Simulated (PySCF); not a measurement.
How methods differ on the ionisation energy of K⁷⁺

K⁷⁺ [Ne] 3s2 (1S) → K⁸⁺ [Ne] 3s1 (2S), as a difference of total energies. Computed with PySCF 2.14 in an even-tempered Gaussian basis (19 s from 0.32 bohr⁻², ratio 2.5; 12 p from 0.42 bohr⁻², ratio 2.5; 5 d from 1.9 bohr⁻², ratio 2.7; 5 f from 2.9 bohr⁻², ratio 2.7), with scalar relativity by spin-free X2C-1e. Correlated levels: outer shells: 1s2 frozen; virtual orbitals above 40 to 60 times the deepest correlated orbital energy dropped. The calculations carry no spin-orbit coupling.

```
                method  ionisation energy (eV)  difference from reference (eV)
                   UHF                  152.71                           -2.16
                   LDA                  154.92                           +0.05
                   PBE                  154.87                            0.00
                  PBE0                  154.59                           -0.28
                r2SCAN                  153.67                           -1.20
                  BP86                  154.85                           -0.02
                  TPSS                  154.44                           -0.43
    MP2 (outer shells)                  154.46                           -0.41
SCS-MP2 (outer shells)                  154.63                           -0.24
```

Reference: 154.87 ± 0.05 eV (semi-empirical (NIST evaluation); NIST Atomic Spectra Database, ionization energies).
